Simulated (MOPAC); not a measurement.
MOPAC input (PM7):

```
PM7 1SCF CHARGE=1 GEO-OK AUX(PRECISION=9) THREADS=1
CHO

H    -0.00000000 1   -0.00000000 1   -1.39203100 1
O    -0.00000000 1   -0.00000000 1   -0.39505600 1
C     0.00000000 1    0.00000000 1    0.75874600 1
```

From the output:

```
                                                       MOPAC v23.2.5 Linux

          FINAL HEAT OF FORMATION =        193.27606 KCAL/MOL =     808.66705 KJ/MOL

          COSMO AREA              =         60.74 SQUARE ANGSTROMS
          COSMO VOLUME            =         42.43 CUBIC ANGSTROMS

          IONIZATION POTENTIAL    =         22.344453 EV
          HOMO LUMO ENERGIES (EV) =        -22.344 -6.043
          NO. OF FILLED LEVELS    =          5
          MOLECULAR WEIGHT        =         29.0183         POINT GROUP:  C*v

          MOLECULAR DIMENSIONS (Angstroms)

            Atom       Atom       Distance
            C     3    H     1     2.15078
            C     3    H     1     0.00000
            H     1    O     2     0.00000

          SCF CALCULATIONS        =          1

   ATOM   CHEMICAL          X               Y               Z
  NUMBER   SYMBOL      (ANGSTROMS)     (ANGSTROMS)     (ANGSTROMS)

     1       H         -0.00000000  *  -0.00000000  *  -1.39203100  *
     2       O         -0.00000000  *  -0.00000000  *  -0.39505600  *
     3       C          0.00000000  *   0.00000000  *   0.75874600  *

                             CARTESIAN COORDINATES

   1    H       -0.000000000    -0.000000000    -1.392031000
   2    O       -0.000000000    -0.000000000    -0.395056000
   3    C        0.000000000     0.000000000     0.758746000

           Empirical Formula: C H O  =     3 atoms

      MOLECULAR POINT GROUP   :   C*v

                  EIGENVALUES
 -41.20433 -32.02187 -24.07048 -24.07048 -22.34445  -6.04299  -6.04299  -5.15574
  -1.24946

              NET ATOMIC CHARGES AND DIPOLE CONTRIBUTIONS

  ATOM NO.   TYPE          CHARGE      No. of ELECS.   s-Pop       p-Pop
    1          H           0.510116        0.4899     0.48988
    2          O          -0.492214        6.4922     1.64220     4.85001
    3          C           0.982098        3.0179     1.87139     1.14651
 DIPOLE           X         Y         Z       TOTAL
 POINT-CHG.     0.000     0.000     0.872     0.872
 HYBRID         0.000     0.000    -1.425     1.425
 SUM            0.000     0.000    -0.553     0.553

          ATOMIC ORBITAL ELECTRON POPULATIONS

     Atom    s        px        py        pz
    1  H   0.48988
    2  O   1.64220   1.72359   1.72359   1.40282
    3  C   1.87139   0.27641   0.27641   0.59370

 **********************
 *                    *
 * JOB ENDED NORMALLY *
 *                    *
 **********************

 == MOPAC DONE ==
```

The dipole moment of an ion depends on the origin.

The geometry given is a B3LYP-D3(BJ)/def2-TZVP minimum.
